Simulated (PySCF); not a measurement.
SMILES [InH3], B3LYP/def2-SVP optimised geometry.

```
4

In    -0.43     0.00     0.00
H     -1.30     1.51     0.00
H     -1.30    -1.51     0.00
H      1.30     0.00     0.00
```

Density from B3LYP/def2-TZVP, def2 effective core potentials past Kr (PySCF 2.14.0) at that geometry. The core electrons that the potentials of In replace are not part of the density.

Minimum of the electron density along straight lines between bonded atoms, close to the bond critical point (lines longer than 1.1 times the sum of covalent radii, or with two minima, are not listed):

```
bond    length / Å  ρ at the minimum / e bohr⁻³  ∇²ρ there / e bohr⁻⁵  position (fraction from the first atom)
------  ----------  ---------------------------  --------------------  ---------------------------------------
In1–H2       1.740                        0.102                  0.11                                     0.63
In1–H3       1.740                        0.102                  0.11                                     0.63
In1–H4       1.740                        0.102                  0.11                                     0.63
```
